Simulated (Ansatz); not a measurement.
Ansatz (a program for electronic structure) job for C2H7OSi, SMILES C[Si](C)O (connectivity only; charge and spin as stated), charge +1, multiplicity 1, PBE/def2-SVPD. Geometry: B3LYP-D3(BJ)/def2-SVP. The spin state was assumed, not searched. The isomer is the one that the SMILES or the coordinates give; other isomers of the formula were not compared. Other conformers were not sampled.

Ansatz 0.2 input:
```yaml
crystal:
  periodic: [false, false, false]
  atoms:
    - {symbol: C, position_ang: [1.59857022, -0.84020457, 0.03722362]}
    - {symbol: Si, position_ang: [-0.00351020, 0.03211852, -0.00380936]}
    - {symbol: C, position_ang: [-1.63679846, -0.76308098, 0.23072760]}
    - {symbol: O, position_ang: [0.12437397, 1.60886101, -0.27654167]}
    - {symbol: H, position_ang: [1.78406739, -1.21639391, 1.05987810]}
    - {symbol: H, position_ang: [1.57039302, -1.71859275, -0.63053607]}
    - {symbol: H, position_ang: [2.41906750, -0.16898392, -0.25650915]}
    - {symbol: H, position_ang: [-1.83763509, -1.42756309, -0.63019705]}
    - {symbol: H, position_ang: [-2.45725804, -0.03567498, 0.31840672]}
    - {symbol: H, position_ang: [-1.61162579, -1.40314570, 1.13013248]}
    - {symbol: H, position_ang: [-0.58348834, 2.26952037, -0.33321787]}
basis:
  gaussian:
    orbitals: def2-SVPD
hamiltonian:
  xc: {name: PBE}
total_charge: 1
```

Output:

```
WARN ansatz: RAYON_NUM_THREADS=1 ignored (pool sized by the plan → 1); use --threads N
Functional definition: PBE
integrals: 0.06 GiB planned
1199 factors; their error is unknown
mean field: 0.49 GiB planned
mean field evaluation 1: about -12065.4919 eV, gradient 1.1e2 eV
mean field evaluation 2: about -11995.5788 eV, gradient 1.9e2 eV
mean field evaluation 4: about -12091.9611 eV, gradient 1.3e1 eV
mean field evaluation 8: about -12092.3863 eV, gradient 1.1e-1 eV
mean field evaluation 16: about -12092.3378 eV, gradient 3.7e-4 eV
mean field -12092.33777527 eV, -444.3852167604 hartree, gradient 9.6e-6 eV, S^2 0.000000; 0 other end points of the search recorded, 0 dependent functions left out
reference -12092.33782311 eV, -444.3852185184 hartree; 20, 20 occupied and 123, 123 virtual orbitals, 1199 factors
Total energy: -12092.33782311 eV, -444.3852185184 hartree
```

Self-consistency was reached.

Cost: around 4 core-seconds (rough).
